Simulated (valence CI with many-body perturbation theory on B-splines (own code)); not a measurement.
The numbers below are computed, except where a source is named.
Sensitivity of CI+MBPT for Hg74+

Method: relativistic CI+MBPT: four valence electrons over a frozen Dirac-Fock core [He], radial functions for each j: 6 s, 6 p, 5 d, 3 f, 1 g, with the one-electron correlation potential Σ1, the two-electron term Σ2, the three-electron term Σ3, Breit, model QED; selected CI, second order for the rest, scaled by the run's own slope (own B-spline code, finite nucleus).

The last digits are not significant, and no measured levels were compared; by estimate large intervals hold to a few tenths of a per cent, small ones and those within an open d or f shell to about a per cent.

The reference run has the lowest level (2s^2 2p1/2^2) J=0 and an ionisation energy of 22123.8 eV. Its largest variational space holds 7454 state functions.

Levels are named by their leading jj configuration (3d3/2^4 stands for four electrons in 3d with j = 3/2), which in mixed levels can hold well under half, so a name can repeat and another be missing. Letters in brackets count levels of one name in rising energy.

Changed runs:
A. shift of the energy in Σ1 (hartree) 0 → -50.7; Davidson tolerance 2e-05 → 0.0003
B. size limit of the variational space 10000 → 1500; factor on the speed of light 1 → 100; QED terms on → off
C. averaging of valence orbitals over low configurations on → off; shift of the energy in Σ1 (hartree) 0 → -101.4
D. start configuration 2s2 2p2 → 2s2 3p2 (bad on purpose)

Excitation energies of the reference run in × 10³ cm⁻¹, and shifts in cm⁻¹:

```tsv
Level	Reference	A	B	C
(2s^2 2p1/2 2p3/2) J=1	16398	-21	-16397870	-70
(2s^2 2p1/2 2p3/2) J=2	16545	-21		-83
(2s 2p1/2^2 2p3/2) J=2	19179	+1.6		+160
(2s 2p1/2^2 2p3/2) J=1	19968	+1.5		+166
(2s^2 2p3/2^2) J=2	33186	-43		-119
(2s^2 2p3/2^2) J=0	33756	-43	-33015879	-61
(2s 2p1/2 2p3/2^2) J=2 [a]	35325	-20	-33291510	+79
(2s 2p1/2 2p3/2^2) J=3	35696	-20	-33662505	+68
(2s 2p1/2 2p3/2^2) J=0	36285	-20	-33894261	+124
(2s 2p1/2 2p3/2^2) J=1 [a]	36488	-20	-34097443	+91
(2s 2p1/2 2p3/2^2) J=2 [b]	36554	-20		+71
(2s 2p1/2 2p3/2^2) J=1 [b]	36596	-20	-33592463	+132
Ionisation energy (eV)	22123.8	-0.0066	-2343.7	-0.02
```

A blank means that the level has no clear partner in that run.

Run D: It gave no result: the start configuration must fill the lowest shells above the core. The program said: "3p is not the lowest shell of its kind above the core".
